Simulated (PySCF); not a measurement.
# Electron correlation in F (fluorine, neutral)

[He] 2s2 2p5, 2P determinant. Computed with PySCF 2.14 in def2-TZVPPD, with the non-relativistic Hamiltonian (point nucleus). Frozen: 1s2; 7 electrons correlated.

```json
{"level": "CCSD", "correlation energy (mhartree)": "-211.32"}
{"level": "(T)", "correlation energy (mhartree)": "-3.77"}
{"level": "CCSD(T)", "correlation energy (mhartree)": "-215.09"}
{"level": "CCSDT", "correlation energy (mhartree)": "-215.32"}
```

Diagnostics: T1 = 0.0077, D1 = 0.0128, largest double amplitude 0.031.

Cost of the coupled-cluster step: of the order of 1 core-seconds, for 7 correlated electrons.

Iterations:

```
CC2 = 0
CCSD nocc = (np.int64(4), np.int64(3)), nmo = (39, 39)
frozen orbitals [[0], [0]]
max_cycle = 100
direct = 0
conv_tol = 1e-08
conv_tol_normt = 1e-06
diis_space = 8
diis_start_cycle = 0
Init t2, MP2 energy = -0.199307658727991
Init E_corr(UCCSD) = -0.199307658730824
cycle = 1  E_corr(UCCSD) = -0.207872967119117  dE = -0.00856530839  norm(t1,t2) = 0.0300832
cycle = 2  E_corr(UCCSD) = -0.210453814961234  dE = -0.00258084784  norm(t1,t2) = 0.00845692
cycle = 3  E_corr(UCCSD) = -0.211031949391911  dE = -0.000578134431  norm(t1,t2) = 0.00443133
cycle = 4  E_corr(UCCSD) = -0.211354087859357  dE = -0.000322138467  norm(t1,t2) = 0.00188526
cycle = 5  E_corr(UCCSD) = -0.211313505127596  dE = 4.05827318e-05  norm(t1,t2) = 0.000721271
cycle = 6  E_corr(UCCSD) = -0.211318204150704  dE = -4.69902311e-06  norm(t1,t2) = 0.000174803
cycle = 7  E_corr(UCCSD) = -0.211324295864399  dE = -6.09171369e-06  norm(t1,t2) = 6.48662e-05
cycle = 8  E_corr(UCCSD) = -0.211323746444558  dE = 5.4941984e-07  norm(t1,t2) = 1.50922e-05
cycle = 9  E_corr(UCCSD) = -0.211323342933526  dE = 4.03511033e-07  norm(t1,t2) = 5.35498e-06
cycle = 10  E_corr(UCCSD) = -0.211323355725599  dE = -1.27920734e-08  norm(t1,t2) = 1.45691e-06
cycle = 11  E_corr(UCCSD) = -0.21132338840033  dE = -3.26747308e-08  norm(t1,t2) = 3.75971e-07
cycle = 12  E_corr(UCCSD) = -0.211323391356295  dE = -2.95596472e-09  norm(t1,t2) = 6.46673e-08
UCCSD converged
E(UCCSD) = -99.6234416845022  E_corr = -0.2113233913562947
UCCSD(T) correction = -0.00377255351497322
```
